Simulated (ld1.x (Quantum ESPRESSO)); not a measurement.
Reading a pseudo-wave (selenium (Se))

Columns: radius, all-electron u(r) and pseudo u(r) of the 4p shell (level -6.51 eV) of selenium in the configuration [Ar] 3d10 4s2 4p4; PBE, scalar-relativistic, TM semilocal scheme, ld1.x (Quantum ESPRESSO) 7.5.

| r (bohr) | all-electron | pseudo |
| --- | --- | --- |
| 0.103 | 0.1891 | 0.0049 |
| 0.205 | 0.0083 | 0.0194 |
| 0.308 | -0.2186 | 0.0435 |
| 0.410 | -0.3090 | 0.0764 |
| 0.513 | -0.2749 | 0.1182 |
| 0.615 | -0.1680 | 0.1675 |
| 0.718 | -0.0289 | 0.2242 |
| 0.820 | 0.1135 | 0.2858 |
| 0.923 | 0.2475 | 0.3518 |
| 1.025 | 0.3637 | 0.4184 |
| 1.128 | 0.4620 | 0.4842 |
| 1.230 | 0.5406 | 0.5451 |
| 1.332 | 0.6019 | 0.5987 |
| 1.435 | 0.6479 | 0.6431 |
| 1.538 | 0.6799 | 0.6762 |
| 1.640 | 0.6997 | 0.6977 |
| 1.743 | 0.7094 | 0.7087 |
| 1.845 | 0.7106 | 0.7105 |
| 1.948 | 0.7048 | 0.7048 |
| 2.050 | 0.6936 | 0.6936 |
| 2.153 | 0.6779 | 0.6779 |
| 2.255 | 0.6590 | 0.6590 |
| 2.358 | 0.6374 | 0.6374 |
| 2.460 | 0.6142 | 0.6142 |
| 2.562 | 0.5898 | 0.5898 |
| 2.665 | 0.5644 | 0.5644 |

(1) How many radial nodes do the two functions have?

(2) At about which radius was the pseudo-wave matched?

(3) Where does each function peak?

(4) Is the pseudo-wave norm-conserving?

Answers

(1) The all-electron 4p function has n − l − 1 = 2; the pseudo-wave has 0, since the states of the same l below it are removed with the core.

(2) 2.05 bohr. The columns agree to 0.0005 from 1.84 bohr on; several derivatives are matched, so the curves merge somewhat inside the radius.

(3) Outermost all-electron maximum near 1.84 bohr, pseudo maximum near 1.84 bohr (to the table’s step).

(4) Yes: the TM semilocal scheme keeps the norm inside the radius equal to the all-electron one, which fixes the energy derivative of the logarithmic derivative at the level.
